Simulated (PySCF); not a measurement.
C2H6GeN2, SMILES [NH2][Ge@H]1[CH]=N[CH2]1. Heavy atoms are numbered as in [NH2:1][Ge@H:2]1[CH:3]=[N:4][CH2:5]1. Hydrogens are named by the atom that carries them.

Coordinates come from a TPSSh-D3(BJ)/def2-SVP optimisation. The structure was generated by enumeration; whether it is a known compound was not checked. The values are those of a single conformer.

Computed with PySCF with PBE/pcSseg-1.

GIAO shieldings, no solvent; atoms alike by connectivity are averaged. δ = σ(ref) − σ: ¹⁵N against NH3 (σ = 267.0 ppm); ⁷³Ge against GeH4 (σ = 1614.4 ppm); ¹³C against TMS (σ = 182.0 ppm); ¹H against TMS (σ = 31.49 ppm), references at their B3LYP-D3(BJ)/def2-TZVP geometries, non-relativistic.

```
nucleus      atoms  count  δ (ppm)
-------  ---------  -----  -------
¹⁵N             N4      1    497.1
¹⁵N       N1 (NH2)      1     43.5
⁷³Ge     Ge2 (GeH)      1    384.6
¹³C        C3 (CH)      1    195.7
¹³C       C5 (CH2)      1     78.2
¹H         H on C3      1     8.59
¹H        H on Ge2      1     6.49
¹H         H on C5      2     4.77
¹H         H on N1      2     1.42
```
